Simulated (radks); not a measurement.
The table gives one normalised radial function P(r) = r R(r) of Ir43+ in [Ar] 3d10 4s2 4p4 (r in bohr). Calculated with a radial shooting solver on a logarithmic mesh with Libxc functionals: scalar-relativistic Kohn-Sham, PBE, spin-polarised, spherical densities, finite nucleus; open shells are filled with parallel spins first (spin-orbit coupling, left out, can overturn this in heavy ions); Fermi nuclear charge, rms radius 5.4032 fm.

r	P
0.002422	0.3633
0.003079	0.4162
0.003914	0.4677
0.004976	0.5122
0.006326	0.5409
0.008042	0.5419
0.01022	0.5003
0.013	0.3995
0.01652	0.2262
0.021	-0.0222
0.0267	-0.3254
0.03367	-0.6175
0.0428	-0.8225
0.05441	-0.8040
0.06917	-0.4629
0.08794	0.1777
0.1118	0.8832
0.1421	1.2289
0.1807	0.8326
0.2297	-0.2729
0.292	-1.4734
0.3682	-1.9760
0.4681	-1.5800
0.595	-0.7861
0.7564	-0.2325
0.9616	-0.0368
1.222	-0.0027

Which n and l does it have? It may be an empty orbital.

Answer. n = 4, l = 0: the number of nodes gives n - l - 1 = 3, the rise at small r (about r^(l+1), flatter next to the nucleus through relativity) gives l, and the extent must fit the shell. The curve is that of 4s down; the table hardly tells the two spins apart. 4s down: eigenvalue -2396.2 eV, 3 radial nodes at r = 0.0206, 0.0829, 0.218 bohr, <r> = 0.377 bohr, 90 % of the charge inside 0.533 bohr.
